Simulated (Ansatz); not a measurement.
This geometry of H2O + H4Sn (8 atoms, charge 0, multiplicity 1) is a first-order saddle point.

Computed with Ansatz, RKS BLYP/def2-SVP.

```xyz
8
Properties=species:S:1:pos:R:3
Sn -0.207 0.046 -0.265
H -0.361 0.733 1.771
H 1.323 -0.633 0.192
H -0.198 1.676 -0.842
H -0.861 -0.988 -1.517
O -2.053 -0.364 0.950
H -2.272 -1.298 1.167
H -1.267 0.199 1.690
```

Which two structures does it join? (They come from a converged band through this point; their orientation in space is the band's.)

Bonds broken: Sn1–H2, O6–H8. Bonds formed: Sn1–O6, H2–H8. H2O + H4Sn becomes H2 + H4OSn.

Initial state:

```xyz
8
Properties=species:S:1:pos:R:3
Sn 0.361 0.044 -0.150
H 0.378 -0.092 1.578
H 2.016 -0.021 -0.687
H -0.322 1.546 -0.653
H -0.472 -1.304 -0.846
O -2.691 0.030 1.031
H -2.803 -0.936 0.923
H -2.364 0.104 1.950
```

Final state:

```xyz
8
Properties=species:S:1:pos:R:3
Sn -0.150 -0.062 -0.915
H -1.575 0.480 3.650
H 1.401 -0.616 -0.356
H -0.182 1.637 -1.213
H -0.677 -0.983 -2.294
O -1.526 -0.258 0.571
H -1.636 -1.200 0.816
H -1.553 0.371 2.888
```

How far does it lie above each of them?

137.1 kJ/mol above the first and 126.8 kJ/mol above the second. This is the barrier of this one path; another mechanism may lie lower. The orbitals stay closed-shell, which can raise the energy where a bond breaks towards radicals; this wasn't checked here.

Time of the run: 6.5 min on 1 thread of Arm Neoverse V1 (shared host), peak memory 0.12 GiB.
